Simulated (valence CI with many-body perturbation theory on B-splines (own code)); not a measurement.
The numbers below are computed, except where a source is named.
## Ru12+ in three bases

Level of theory: valence CI with perturbative core correlation (CI+MBPT): four valence electrons over a frozen Dirac-Fock core [Ar] 3d10, a basis of 9 s, 9 p, 8 d, 6 f, 3 g, 1 h functions for each j, with the one-electron correlation potential Σ1 (screened to all orders), the two-electron term Σ2, the three-electron term Σ3, Breit, model QED; selected single and double excitations, second order for the rest, scaled by the run's own slope (own B-spline code, finite nucleus).

No measured spectrum was set against this ion. As an estimate, levels hold to about 250 cm⁻¹ or 0.2 % of their energy and the worst to 1 %, as in measured heavy ions of charge 2 to 7; those with d or f electrons hold less well.

The reference run has the lowest level 4s2.4p2 3P_0 and an ionisation energy of 272.608 eV. Its largest variational space holds 20000 state functions.

Names give the largest LS component (configuration and term), which can be under half, so a name can repeat, a term be missing and a line seem to break the LS rules; names also repeat where a configuration has a term twice.

Changed runs:
A. basis 6 s, 6 p, 5 d, 3 f, 1 g
B. basis 5 s, 5 p, 4 d, 2 f

Excitation energies of the reference run in cm⁻¹, and shifts in cm⁻¹:

```tsv
Level	Reference	A	B
4s2.4p2 3P_1	25986	-31	-98
4s2.4p2 3P_2	37398	+16	+73
4s2.4p2 1D_2	74055	+42	+184
4s2.4p2 1S_0	107345	+140	+520
4s.4p3 5S°_2	241735	-218	-677
4s.4p3 3D°_1	295629	-10	+45
4s.4p3 3D°_2	298055	-26	-8.3
4s.4p3 3D°_3	308490	-31	-24
4s.4p3 3P°_0	336838	+51	+271
4s.4p3 3P°_1	340697	+39	+227
4s.4p3 3P°_2	344884	+23	+161
4s.4p3 1D°_2	380905	+42	+192
Ionisation energy (eV)	272.608	-0.024	-0.072
```
